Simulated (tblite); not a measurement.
Compound: C₇H₁₆Si₂.
Cartesian coordinates in Å at the GFN2-xTB level; atoms count from 1:
```xyz
25
C7H16Si2 angstrom
C      2.7682   -0.1080   -1.1430
C      2.0401    0.5036   -0.2284
C      1.3818   -0.1722    0.9304
C     -0.1296    0.1069    0.9535
C     -0.7815   -0.5846    2.1496
C     -0.7745   -0.3199   -0.3381
Si    -0.7332   -2.1444   -0.8397
C     -1.3888    0.5705   -1.1224
Si    -1.6123    2.4180   -0.8359
H      2.9492   -1.1701   -1.1074
H      3.2209    0.4231   -1.9632
H      1.8754    1.5720   -0.2902
H      1.5614   -1.2479    0.8897
H      1.8162    0.2080    1.8608
H     -0.2698    1.1893    1.0666
H     -0.3803   -0.1899    3.0810
H     -0.5954   -1.6556    2.1222
H     -1.8568   -0.4194    2.1398
H      0.6331   -2.6669   -0.9173
H     -1.4847   -2.9585    0.1225
H     -1.3630   -2.2689   -2.1547
H     -1.8311    0.1990   -2.0410
H     -2.4164    2.9468   -1.9399
H     -0.3233    3.1184   -0.8117
H     -2.3166    2.6750    0.4260
```

Level: GFN2-xTB in tblite, geometry and Hessian alike; calculated harmonic values, unscaled, isolated species. Errors from tens to a few hundred cm⁻¹ against measured bands are possible. Modes of hydrogen on silicon can be 10 to 20 % off. One conformer, not necessarily the lowest. The optimisation stopped once no atom felt more than 0.01 eV/Å.

Lowest wavenumbers of the output (negative numbers stand for imaginary wavenumbers):
```
mode    cm-1
  1     -60.6
  2      34.2
  3      74.7
  4      78.9
  5     106.9
  6     141.4
  7     151.7
  8     176.8
```

Task: Is this structure a minimum?

Result: No. 1 mode is imaginary beyond 20i (61i cm⁻¹), so at this level the point lies at or near a first-order saddle.

Task: Which atoms move in the imaginary mode?

Result: 61i: H19 (Si–H hydrogen) 30 %, H20 (Si–H hydrogen) 28 %, H21 (Si–H hydrogen) 22 %. These are shares of the mass-weighted motion.

Task: What is the remedy?

Result: Step along that mode in both directions, optimise again with tighter thresholds and repeat the frequencies. The zero-point energy of this point (122.4 kcal/mol) counts the 68 real modes alone, and thermal corrections from it aren't those of a minimum.
